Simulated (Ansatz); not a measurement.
Program: Ansatz. Geometries: PBE0-D4/def2-TZVP. ΔE: electronic, gas phase. CCSD(T)/CBS is the MP2 limit (def2-TZVPP, def2-QZVPP) plus CCSD(T) − MP2 in def2-TZVPP, frozen cores. DFT in def2-TZVPP. Each species was taken in one conformer, which may not be the lowest.

Reaction (redistribution): `O[SiH2]CCl` + `BC([SiH3])C#C` → `O[SiH]([SiH3])CCl` + `BCC#C`

```csv
level,ΔE (kJ/mol)
B2PLYP,19.6
CCSD/CBS(def2),18.8
```

**Question.** What does CCSD(T)/CBS give? (An estimate is asked.)

**Answer.** Computed: +20.6 kJ/mol. The listed levels differ from it by -1.0, -1.8 kJ/mol.

Largest T1 diagnostic among the species: 0.013.

In def2-TZVPP, CCSD(T) changes the Hartree–Fock value by +5.7 kJ/mol (the triples alone add +1.7 kJ/mol) and MP2 by +15.5 kJ/mol.
